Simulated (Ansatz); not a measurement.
Basis-set extrapolation for CH$_{7}$BClNSi (`C[SiH](N)BCl`) (PBE0-D4/def2-TZVP geometry, frozen core, the Gaussian-basis code of Ansatz). Multiplicity 1, RHF reference.

|  | def2-TZVPP | def2-QZVPP |
| --- | --- | --- |
| HF | -869.644682 | -869.672289 |
| MP2 correlation | -0.802045 | -0.863872 |
| CCSD(T) correlation | -0.897458 | not run |

Energies in hartree. Use E(X) = E(∞) + A·exp(−7.88·√X) for Hartree–Fock and E(X) = E(∞) + B·X^(−2.97) for correlation, with X = 3 and 4, and add CCSD(T) minus MP2 of the smaller set to the MP2 limit.

Q: What is the CCSD(T) energy at the basis-set limit?

A: HF limit: -869.672289 + (-0.027607) × 0.13774 = -869.67609. MP2 limit: -0.863872 + (-0.061827) × 0.74074 = -0.90967. Higher-order term: -0.897458 − (-0.802045) = -0.09541. Total: -870.68117 hartree, 365.0 kJ/mol below CCSD(T)/def2-TZVPP.
